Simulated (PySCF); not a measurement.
**Orbital picture of SeI⁺**

r²SCAN at R = 2.379 Å; basis Se def2-SVP, I def2-SVP with ECP28; scalar-relativistic core potentials; PySCF 2.14. State: ³Σ⁻ (triplet), unpaired electrons π ↑↑. Only the outer orbitals are listed, counted within each symmetry, core potentials removing the inner ones.

```tsv
spin	orbital	occ.	ε (eV)	on Se (%)	main shells (%)
α	10σ	1	-27.52	50	47 I s, 45 Se s
α	11σ	1	-24.06	50	49 Se s, 48 I s
α	12σ	1	-16.77	51	45 I p, 45 Se p
α	6π	1	-15.54	53	52 Se p, 46 I p
α	6π	1	-15.54	53	52 Se p, 46 I p
α	7π	1	-13.28	47	53 I p, 46 Se p
α	7π	1	-13.28	47	53 I p, 46 Se p
α	13σ	0	-9.68	48	48 I p, 47 Se p
α	14σ	0	-1.10	51	32 Se s, 29 I s, 17 Se d
α	8π	0	0.71	44	56 I d, 43 Se d
β	10σ	1	-26.80	37	58 I s, 32 Se s
β	11σ	1	-22.78	59	59 Se s, 37 I s
β	12σ	1	-16.31	50	46 I p, 43 Se p
β	6π	1	-14.51	30	69 I p, 29 Se p
β	6π	1	-14.51	30	69 I p, 29 Se p
β	7π	0	-11.64	69	69 Se p, 30 I p
β	7π	0	-11.64	69	69 Se p, 30 I p
β	13σ	0	-9.05	50	49 Se p, 45 I p
```

Task: Which are the highest filled and the lowest empty level, where do they sit, and how wide is the gap?

Result: Highest filled α 7π at -13.28 eV (in %: 53 I p, 46 Se p); lowest empty β 7π at -11.64 eV (in %: 69 Se p, 30 I p); the gap at r²SCAN is 1.64 eV. Both belong to one degenerate shell, split only by its one-sided filling, so this is no excitation gap.

```json
{
 "bond order (Mayer)": "1.87",
 "⟨S²⟩": "2.005",
 "charge on Se (Mulliken, basis-dependent)": "0.43",
 "charge on Se (Löwdin, basis-dependent)": "0.42",
 "dipole moment (positive dipole points towards I; it is taken about the centre of mass and depends on that origin)": "-0.65 D"
}
```

Spin–orbit coupling is left out. The state is the lowest determinant that a PBE0 search found; another state may lie lower at other levels.
